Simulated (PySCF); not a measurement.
B3LYP has the VWN-RPA correlation part, as in Gaussian. 

**[Nb(Cl)(F)4] (charge 0, multiplicity 1)**

Computed with B3LYP-D3(BJ)/def2-TZVP // PBE-D3(BJ)/def2-SVP (PySCF 2.14.0).

* **HOMO**: -10.72 eV
* **dipole moment**: 1.54 D
* **HOMO–LUMO gap**: 6.94 eV
* **LUMO**: -3.78 eV
* **charge on the central atom (Mulliken)**: 1.89 e
* **total energy**: -917.1079 Ha
* **cost**: roughly 3 core-minutes

Bonded distances (Å): Nb1–Cl2 2.265, Nb1–F3 1.869, Nb1–F4 1.869, Nb1–F5 1.869, Nb1–F6 1.869. Angles (°): Cl2–Nb1–F3 106.7, Cl2–Nb1–F4 106.7, Cl2–Nb1–F5 106.5, Cl2–Nb1–F6 106.5, F3–Nb1–F4 146.7, F3–Nb1–F5 85.3, F3–Nb1–F6 85.3, F4–Nb1–F5 85.3, F4–Nb1–F6 85.3, F5–Nb1–F6 147.0.
